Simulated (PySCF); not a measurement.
**Radial density of Tl²⁺ (thallium, charge +2)**

UHF, [Xe] 4f14 5d10 6s1, 2S determinant. Computed with PySCF 2.14 in def2-SVP with the def2 core potential (60 electrons), with a scalar-relativistic core potential. This is the valence pseudo-density: the core potential removes the inner electrons and smooths the orbitals near the nucleus.

```csv
r (bohr),4πr²ρ (e/bohr),4πr²(ρα − ρβ)
0.0400,1.180e-05,0.0000
0.0673,4.418e-05,0.0000
0.113,0.0002590,0.0000
0.190,0.003165,0.0000
0.320,0.1042,0.0024
0.538,4.083,0.0775
0.905,19.47,0.0035
1.52,8.841,0.3306
2.56,1.202,0.4739
4.31,0.04254,0.0370
7.25,0.0001714,0.0002
```

Energies and moments cover only the electrons outside the core potential. Spin-orbit coupling, which splits the p, d and f shells strongly at this Z, is absent.
